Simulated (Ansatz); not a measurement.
Correlation energies of `NB(O)Cl` by basis set

Cartesian coordinates in Å:
```
N -0.3321 0.5491 0.9010
B 0.0053 -0.0798 -0.2954
O 0.9784 -1.0297 -0.3312
Cl -0.8569 0.3739 -1.7948
H -1.0431 1.2528 0.9651
H 0.1288 0.3221 1.7645
H 1.1196 -1.3883 -1.2091
```

Charge 0, multiplicity 1. The geometry is a stationary point of PBE0-D4/def2-TZVP. It is one conformer, not always the lowest. Frozen core, restricted reference, the Gaussian-basis code of Ansatz. CBS rows extrapolate triple and quadruple zeta; past MP2 they add the triple-zeta difference.

| basis | HF (Eh) | MP2 corr. |
| --- | --- | --- |
| def2-SVP | -615.13693 | -0.56988 |
| def2-TZVPP | -615.48033 | -0.73781 |
| def2-QZVPP | -615.50052 | -0.79925 |

(1) Estimate the CCSD correlation energy and the (T) correction in each basis where they were run (hartree).

## Answers

(1) 
```json
{"basis": "def2-SVP", "CCSD corr.": "-0.60009", "(T)": "-0.01424"}
{"basis": "def2-TZVPP", "CCSD corr.": "-0.76511", "(T)": "-0.02986"}
{"basis": "CBS(def2)", "CCSD corr.": "-0.87207", "(T)": "as TZ"}
```
